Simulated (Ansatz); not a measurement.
Geometry optimisation, RHF/def2-SVP (Ansatz).

Input file:

```yaml
crystal:
  periodic: [false, false, false]
  atoms:
    - { symbol: W, position_ang: [-0.095295, 0.088357, -0.402919] }
    - { symbol: F, position_ang: [0.79346, -0.589965, 2.43903] }
    - { symbol: Cl, position_ang: [2.331711, 0.138031, 0.019544] }
    - { symbol: F, position_ang: [-0.303773, 1.527241, 0.685786] }
    - { symbol: Cl, position_ang: [-2.404296, 0.125735, -0.892437] }
    - { symbol: Cl, position_ang: [-0.457252, -2.239716, 0.372131] }
    - { symbol: F, position_ang: [0.356677, -0.234658, -2.135233] }
    - { symbol: H, position_ang: [0.513549, -1.263121, 0.581887] }
    - { symbol: H, position_ang: [1.561918, -0.499803, 1.949411] }
basis:
  gaussian: { orbitals: def2-SVP }
hamiltonian:
  xc: hf
relax:
  f_tol: 0.03
  max_steps: 50
output:
  orbitals: {}
```

Run as:

```bash
$ ansatz run input.yaml --threads 4 --pin off --max-ram 5120MiB --backend cpu --events-out ev --progress --plain --runs-dir out
```

**Question.** Where does it end, and by what steps?

**Answer.** It converged. After 20 steps the energy has fallen by 1.820 eV; F2 moved furthest, 1.42 Å. Parted: W1–H8 (1.78 → 3.08 Å).

| step | energy less start (eV) | largest force component (eV/Å) | accepted |
| --- | --- | --- | --- |
| 0 | 0.0000 | 1.640 | yes |
| 1 | -0.3568 | 1.758 | yes |
| 2 | -0.6766 | 1.942 | yes |
| 3 | -1.0083 | 2.148 | yes |
| 4 | -1.4139 | 0.654 | yes |
| 5 | -1.5383 | 0.663 | yes |
| 6 | -1.5725 | 0.965 | yes |
| 7 | -1.6337 | 0.274 | yes |
| 8 | -1.6437 | 1.042 | yes |
| 9 | -1.6701 | 0.922 | yes |
| 10 | -1.7218 | 0.505 | yes |
| 11 | -1.7612 | 0.283 | yes |
| 12 | -1.7846 | 0.183 | yes |
| 13 | -1.7964 | 0.173 | yes |
| 14 | -1.8133 | 0.174 | yes |
| 15 | -1.7973 | 0.288 | no |
| 16 | -1.8164 | 0.168 | yes |
| 17 | -1.8194 | 0.091 | yes |
| 18 | -1.8202 | 0.100 | yes |
| 19 | -1.8204 | 0.034 | yes |
| 20 | -1.8204 | 0.004 | yes |

```xyz
9
Properties=species:S:1:pos:R:3
W -0.320 0.373 -0.652
F 1.822 -1.559 2.293
Cl 1.879 0.759 0.390
F -0.951 1.826 0.253
Cl -2.447 0.002 -1.660
Cl -0.739 -1.632 0.763
F 0.543 -0.187 -2.158
H 0.339 -1.720 1.505
H 2.170 -0.811 1.883
```

Whether the end is a true minimum wasn't checked by a vibrational analysis.

The run took 51 s on 4 threads of Arm Neoverse V1, with other jobs on the host, peak memory 0.42 GiB.
